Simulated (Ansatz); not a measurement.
Reaction (ligand exchange at the Si–C bond): `CC[SiH](N)[SiH3]` + CH₃OH → `CO[SiH](N)[SiH3]` + `CC`

Program: Ansatz. Geometries: PBE0-D4/def2-TZVP. ΔE: electronic, gas phase. CCSD(T)/CBS adds triple-zeta CCSD(T) − MP2 to the extrapolated MP2 energy (def2 sets, frozen cores). This one scheme is used for every species. DFT in def2-TZVPP. B3LYP here is the variant with VWN-RPA as its local correlation; programs differ in this. Each species was taken in one conformer, which may not be the lowest.

`CC[SiH](N)[SiH3]`:

Z-matrix (Å, degrees):
```
C
C 1 1.527
H 1 1.094 2 111.5
H 1 1.093 2 111.6 3 -120.2
H 1 1.093 2 111.4 3 120.3
Si 2 1.876 1 113.4 3 -57.6
H 2 1.096 1 110.2 3 63.2
H 2 1.095 1 110.3 3 -179.6
Si 6 2.344 2 112.0 1 -176.3
N 6 1.729 2 109.1 1 -57.7
H 6 1.501 2 106.8 1 65.9
H 9 1.490 6 111.4 2 51.3
H 9 1.491 6 110.9 2 171.3
H 9 1.490 6 110.6 2 -69.0
H 10 1.008 6 119.1 2 -163.8
H 10 1.009 6 119.2 2 56.9
```

CH₃OH:

Cartesian coordinates in Å:
```
C 0.161 0.243 -0.205
O -0.315 -1.030 0.167
H 0.649 0.131 -1.174
H 0.899 0.637 0.505
H -0.648 0.976 -0.313
H -0.747 -0.957 1.020
```

`CO[SiH](N)[SiH3]`:

Cartesian coordinates in Å:
```
C -0.995 1.680 0.699
O -1.433 0.643 -0.143
Si -0.552 -0.725 -0.417
N -0.290 -1.744 0.932
Si 1.593 -0.183 -1.210
H -1.721 2.494 0.650
H -0.917 1.347 1.740
H -0.019 2.073 0.387
H -1.386 -1.460 -1.396
H 0.487 -1.621 1.559
H -1.021 -2.302 1.340
H 2.150 -1.308 -2.009
H 1.582 1.038 -2.062
H 2.522 0.066 -0.069
```

`CC`:

Cartesian coordinates in Å:
```
C 0.187 -0.174 -0.715
C -0.187 0.174 0.715
H 0.293 0.723 -1.330
H 1.136 -0.715 -0.758
H -0.571 -0.806 -1.183
H -0.293 -0.723 1.330
H -1.136 0.715 0.758
H 0.571 0.806 1.183
```

```tsv
level	ΔE (kcal/mol)	difference from CCSD(T)/CBS
PBE-D4	-25.4	1.7
PBE0-D4	-25.8	1.3
B3LYP-D4	-28.3	-1.2
ωB97M-V	-27.5	-0.4
B2PLYP	-28.7	-1.6
PBE	-25.7	1.4
r2SCAN	-27.9	-0.8
PBE0	-26.0	1.1
B3LYP	-28.8	-1.7
HF/def2-TZVPP	-30.9	-3.8
MP2/def2-TZVPP	-27.5	-0.4
SCS-MP2/def2-TZVPP	-28.2	-1.1
CCSD/def2-TZVPP	-27.6	-0.5
MP2/def2-QZVPP	-27.5	-0.4
SCS-MP2/def2-QZVPP	-28.2	-1.1
MP2/CBS(def2)	-27.4	-0.3
CCSD(T)/CBS	-27.1	0
```

Largest T1 diagnostic among the species: 0.012.

In def2-TZVPP, CCSD(T) changes the Hartree–Fock value by +3.6 kcal/mol (the triples alone add +0.3 kcal/mol) and MP2 by +3.3 kcal/mol.
